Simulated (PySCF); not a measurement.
One of the candidates below gave these computed data.

All candidates are C3H8BN.

| technique | computed result |
| --- | --- |
| Rotational structure | rotational constants A, B, C: 10.826, 3.232, 2.742 GHz [PBE0-D3(BJ)/def2-SVP] |
| 13C NMR | chemical shifts (computed TMS as zero) by class: 147.1 (1 C), 120.2 (1 C), 55.2 (1 C) ppm [GIAO PBE0/pcSseg-1] |
| NMR, other nuclei | isotropic shieldings of nuclei other than C and H, by class: 62 (1 B), 122 (1 N) ppm [GIAO PBE0/pcSseg-1] |
| UV, strongest line | among the 10 lowest singlet transitions: S5 at 7.65 eV (162 nm, f = 0.172) [TDDFT wB97X-D/def2-SVPD] |
| Triplet | lowest triplet excitation (Tamm–Dancoff): 4.55 eV [TDA wB97X-D/def2-SVPD] |
| Dipole | 1.85 D [wB97X-D/def2-SVPD] |

Electronic properties: PySCF, gas phase, density fitting. Levels stand in brackets. The structure is a single PBE0-D3(BJ)/def2-SVP conformer in the gas phase; no vibrational or solvent corrections. Each NMR value is the plain mean over a class of atoms that symmetry, rotation or inversion makes alike.

Problem. Which candidate is it?
A. `BNCC=C`
B. `[BH3-][N+]#CCC`
C. `BNC1CC1`

Solution. A. It is `BNCC=C`. Numbering: `[BH2:1][NH:2][CH2:3][CH:4]=[CH2:5]`. 3 carbons fall into 3 classes; from least to most shielded: alkene CH carbon [C4] (147.1 ppm), terminal =CH2 carbon [C5] (120.2 ppm), sp3 carbon bound to nitrogen [C3] (55.2 ppm). The other shieldings belong to: 62 ppm, three-coordinate boron [B1]; 122 ppm, boron-bound nitrogen [N2]. The optimised geometry has point group C1 and is an asymmetric top.

The others, at the same levels:
- `BNC1CC1` fails: it has 2 carbon classes against 3; its computed 13C shifts are 34.8 (1 C), 9.3 (2 C) ppm, lowest triplet excitation (Tamm–Dancoff) is 5.48 eV (against 4.55 eV) and strongest line among the 10 lowest singlet transitions is S2 at 7.05 eV (176 nm, f = 0.335) (against S5 at 7.65 eV).
- `[BH3-][N+]#CCC` fails: its computed 13C shifts are 117.1 (1 C), 13.0 (1 C), 11.4 (1 C) ppm, rotational constant A is 19.666 GHz (against 10.826 GHz) and smallest rotational constant is 2.002 GHz (against 2.742 GHz).

Each candidate is one conformer, not necessarily the lowest. The conformers computed, where there is a choice (atom-mapped SMILES and torsion angles):
- `[BH2:1][NH:2][CH2:3][CH:4]=[CH2:5]`: B1–N2–C3–C4 -114°, N2–C3–C4–C5 8°
- `[BH2:1][NH:2][CH:3]1[CH2:4][CH2:5]1`: B1–N2–C3–C4 144°
